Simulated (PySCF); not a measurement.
H₉ClGe₃Si, SMILES Cl[Si]([GeH3])([GeH3])[GeH3], B3LYP/def2-SVP optimised geometry.

```
14

Cl     1.08     1.26    -3.63
Si     0.33     0.23    -1.94
Ge     1.16     1.39     0.00
Ge    -2.07     0.31    -2.09
Ge     1.17    -2.02    -2.08
H      2.70     1.39     0.00
H      0.66     0.70     1.29
H      0.66     2.85     0.00
H     -2.55    -0.36    -3.39
H     -2.70    -0.43    -0.89
H     -2.56     1.77    -2.07
H      0.68    -2.69    -3.38
H      2.71    -2.01    -2.08
H      0.68    -2.85    -0.87
```

Density from B3LYP/def2-TZVP run with PySCF 2.14.0 at that geometry.

Minimum of the electron density along straight lines between bonded atoms, close to the bond critical point (lines longer than 1.1 times the sum of covalent radii, or with two minima, are not listed):

```tsv
bond	length / Å	ρ at the minimum / e bohr⁻³	∇²ρ there / e bohr⁻⁵	position (fraction from the first atom)
Cl1–Si2	2.118	0.089	?	0.64
Si2–Ge3	2.408	0.087	-0.12	0.48
Si2–Ge4	2.408	0.087	-0.12	0.48
Si2–Ge5	2.408	0.087	-0.12	0.48
Ge3–H6	1.543	0.131	0.06	0.59
Ge3–H7	1.545	0.130	0.06	0.59
Ge3–H8	1.543	0.131	0.06	0.59
Ge4–H9	1.543	0.131	0.06	0.59
Ge4–H10	1.545	0.130	0.06	0.59
Ge4–H11	1.543	0.131	0.06	0.59
Ge5–H12	1.543	0.131	0.06	0.59
Ge5–H13	1.543	0.131	0.06	0.59
Ge5–H14	1.545	0.130	0.06	0.59
```

Problem. What belongs in the gaps?

Solution. 
- Cl1–Si2, ∇²ρ there / e bohr⁻⁵: 0.16
